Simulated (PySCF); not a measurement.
# BSe at PBE0

Level: PBE0. basis B jorge-DZP-DKH, Se jorge-DZP-DKH; spin-free X2C with a Gaussian nucleus; PySCF 2.14.

| Item | Value |
| --- | --- |
| state | ²Π (doublet), unpaired electrons π ↑, a second solution, started from another occupation |
| bond length | 1.972 Å |
| harmonic wavenumber | 623 cm⁻¹ |
| force constant | 2.21 mdyn/Å |
| rotational constant Be | 0.4482 cm⁻¹ |
| anharmonicity ωexe | 3.35 cm⁻¹ |
| vibration–rotation constant αe | 0.00381 cm⁻¹ |
| energy of the minimum from ground-state B + Se | -3.36 eV |
| bond order (Mayer) | 1.53 |
| dipole moment (positive dipole means B(−)Se(+)) | 1.65 D |

Spin–orbit coupling is left out.
